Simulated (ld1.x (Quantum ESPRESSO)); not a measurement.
# PBE RRKJ dataset for Nd, scalar-relativistic all-electron reference.

- Element: neodymium (Nd)
- Generator: ld1.x (Quantum ESPRESSO) 7.5
- Type: norm-conserving RRKJ (Kleinman–Bylander form)
- Functional: PBE
- Relativity: scalar-relativistic
- Frozen core: [Kr] 4d10
- Valence charge: 14
- Reference configuration: 4f4 5s2 5p6 5d0 6s2 6p0
- Partial waves: 5p (bound): rc 1.90 bohr; 5d (bound, empty): rc 4.10 bohr; 4f (bound): rc 1.60 bohr; 5s (bound): rc 2.05 bohr
- Local potential: the s channel
- Core correction: none

Occupied shells without a wave of their own: 6s. They enter only through the test configuration that unscreens the potential.

All-electron outer shells of the reference configuration (PBE, scalar-relativistic, ld1.x):

```json
{"shell": "4p", "level (eV)": "-225.97", "outermost node (bohr)": "0.32", "outermost maximum (bohr)": "0.59"}
{"shell": "4d", "level (eV)": "-116.67", "outermost node (bohr)": "0.29", "outermost maximum (bohr)": "0.62"}
{"shell": "5s", "level (eV)": "-40.46", "outermost node (bohr)": "0.72", "outermost maximum (bohr)": "1.32"}
{"shell": "5p", "level (eV)": "-22.09", "outermost node (bohr)": "0.77", "outermost maximum (bohr)": "1.50"}
{"shell": "6s", "level (eV)": "-3.50", "outermost node (bohr)": "1.77", "outermost maximum (bohr)": "3.78"}
{"shell": "5d", "level (eV)": "-1.92", "outermost node (bohr)": "0.88", "outermost maximum (bohr)": "2.24"}
{"shell": "4f", "level (eV)": "-1.75", "outermost node (bohr)": "–", "outermost maximum (bohr)": "0.67"}
{"shell": "6p", "level (eV)": "-1.23", "outermost node (bohr)": "2.14", "outermost maximum (bohr)": "5.04"}
```

(1) Estimate the cutoffs (Ry, on a coarse ladder) from which the occupation-weighted sum of valence levels, in a spherical-Bessel basis at the reference potential, stays within 10 and 1 mRy of its value at 400 Ry.

(2) Does the potential have ghost states?

(3) Which valence shell sets the plane-wave cutoff?

(4) Tests: 4f4 5s2 5p6 5d0 6s1 6p0; 4f4 5s2 5p6 5d0 6s0 6p0; 4f3 5s2 5p6 5d0 6s0 6p0; 4f4 5s2 5p5 5d0 6s2 6p0; 4f4 5s2 5p6 5d0 6s1.5 6p0; 4f4 5s1 5p6 5d0 6s2 6p0; 4f3 5s2 5p6 5d1 6s2 6p0. Which has the largest error in its energy relative to the reference configuration, and how large is it?

Results:

(1) 90 Ry and 120 Ry.

(2) No extra level below or beside the all-electron valence levels (p, d, f, s tested).

(3) 4f: its level needs 110 Ry to come within 1 mRy, against 40 Ry for 5s.

(4) 4f3 5s2 5p6 5d0 6s0 6p0, with -1631 meV (all-electron minus pseudo) on +39.03 eV.
